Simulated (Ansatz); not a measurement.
Ideal-gas functions of H$_{4}$NSb, SMILES `[NH2][SbH2]` at 800 K and 1 bar, from an Ansatz frequency run at PBE0-D4/def2-TZVP.

Molar mass 139.8 g/mol, point group C1 (symmetry number 1), electronic degeneracy 1, moments of inertia 7.498, 65.59, 66.471 u Å². Harmonic wavenumbers (cm⁻¹, unscaled): 233, 522, 623, 646, 701, 855, 930, 1572, 1902, 1960, 3543, 3643.

Use S(trans) = R[1.5 ln M + 2.5 ln T − 1.1517]; rotational temperatures θ = 24.2544 K / I; S(rot) = R[ln(√π/σ · √(T³/θAθBθC)) + 1.5]; for each mode x = 1.438777 ν̃/T, S = R[x/(eˣ − 1) − ln(1 − e⁻ˣ)] and H = RT x/(eˣ − 1); 1 cm⁻¹ = 0.0119627 kJ/mol; R = 8.31446 J/(mol·K).

**Question.** By hand: the entropy, in J/(mol·K).

**Answer.** Translation 191.0. Rotation: θ = 3.2348, 0.3698, 0.3649 K, giving 104.0. Vibration, mode by mode: 15.61, 9.14, 7.79, 7.52, 6.92, 5.51, 4.94, 1.99, 1.24, 1.14, 0.10, 0.09, in all 62.0. Electronic 0.0. Sum 357.0 J/(mol·K).

**Question.** By hand: H − E and G − E in kJ/mol, counted from the electronic energy.

**Answer.** Zero-point energy ½ × 17130 × 0.0119627 = 102.5; thermal vibration 28.0; translation, rotation and pV give 4 RT = 26.6. H − E = 157.1 kJ/mol, and G − E = 157.1 − 800 × 357.0/1000 = -128.5 kJ/mol.

Vibration gives 17 % of the entropy. The sum counts one conformer and one mirror image; others add a mixing term.
